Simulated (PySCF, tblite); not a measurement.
Isomers of C6H8N2, one GFN2-xTB conformer each. Single-point energies are computed at PBE0/pcSseg-1 (PySCF, gas phase, no added dispersion term), electronic only.

```
                  SMILES  GFN2-xTB relative energy (kJ/mol)
              CNc1ccccn1                                0.0
              CNc1ccncc1                                9.0
[H]/N=C\[C@H]1C=C(N=C)C1                              272.9
         C=NC(C#N)=C(C)C                              195.3
              CNc1cccnc1                               17.7
```

Conformers: `[CH3:1][NH:2][c:3]1[cH:4][cH:5][cH:6][cH:7][n:8]1` with C1–N2–C3–C4 14°; `[CH3:1][NH:2][c:3]1[cH:4][cH:5][n:6][cH:7][cH:8]1` with C1–N2–C3–C4 -168°; `[H]/[N:7]=[CH:6]\[C@H:5]1[CH:4]=[C:3]([N:2]=[CH2:1])[CH2:8]1` with C1–N2–C3–C4 180°, C4–C5–C6–N7 129°; `[CH2:1]=[N:2][C:3]([C:4]#[N:5])=[C:6]([CH3:7])[CH3:8]` with C1–N2–C3–C4 3°; `[CH3:1][NH:2][c:3]1[cH:4][cH:5][cH:6][n:7][cH:8]1` with C1–N2–C3–C4 16°.

Problem. What does PBE0/pcSseg-1 give for the same structures?

Solution. 
```tsv
SMILES	PBE0/pcSseg-1 E (Eh)	PBE0/pcSseg-1 (kJ/mol)	GFN2-xTB (kJ/mol)	point group
CNc1ccccn1	-342.51258	0.0	0.0	C1
CNc1ccncc1	-342.50602	17.2	9.0	C1
CNc1cccnc1	-342.50093	30.6	17.7	C1
C=NC(C#N)=C(C)C	-342.45522	150.6	195.3	near Cs
[H]/N=C\[C@H]1C=C(N=C)C1	-342.40691	277.4	272.9	C1
```

Both levels put the same isomer lowest; measured from each level's own lowest isomer, the values differ by up to 44.7 kJ/mol (C=NC(C#N)=C(C)C: 195.3 against 150.6). As drawn, the lowest has an aromatic ring, which the highest lacks; the highest has a four-membered ring, a C=N bond and a C=C bond outside aromatic rings, which the lowest lacks.

Problem. Which frontier levels, dipoles and rotational constants go with these structures?

Solution. 
```
                  SMILES  HOMO (eV, PBE0/pcSseg-1)  LUMO (eV)  dipole (D)      A, B, C (MHz)
              CNc1ccccn1                     -5.96      -0.39        2.04   5186, 1586, 1226
              CNc1ccncc1                     -6.31      -0.14        4.49   5308, 1531, 1199
              CNc1cccnc1                     -5.97      -0.42        3.67   5228, 1546, 1205
         C=NC(C#N)=C(C)C                     -7.31      -1.65        3.10   2720, 1902, 1135
[H]/N=C\[C@H]1C=C(N=C)C1                     -7.05      -1.59        2.84  7625, 1034, 981.8
```

Problem. What happens when harmonic zero-point energies from GFN2-xTB frequencies are added?

Solution. 
```csv
SMILES,ZPE (kJ/mol),electronic (kJ/mol),with ZPE (kJ/mol)
CNc1ccccn1,338.8,0.0,0.0
CNc1ccncc1,339.2,17.2,17.6
CNc1cccnc1,338.9,30.6,30.7
C=NC(C#N)=C(C)C,327.0,150.6,138.8
[H]/N=C\[C@H]1C=C(N=C)C1,330.6,277.4,269.3
```

The zero-point energies span 12.2 kJ/mol. The order is unchanged.

Problem. As an exercise, what shares would exp(−E/RT) give at 500 K from these electronic energies alone (no entropy, no degeneracies)?

Solution. RT = 4.157 kJ/mol: CNc1ccccn1 98.4 %, CNc1ccncc1 1.6 %, CNc1cccnc1 0.1 %, C=NC(C#N)=C(C)C under 0.1 %, [H]/N=C\[C@H]1C=C(N=C)C1 under 0.1 %.
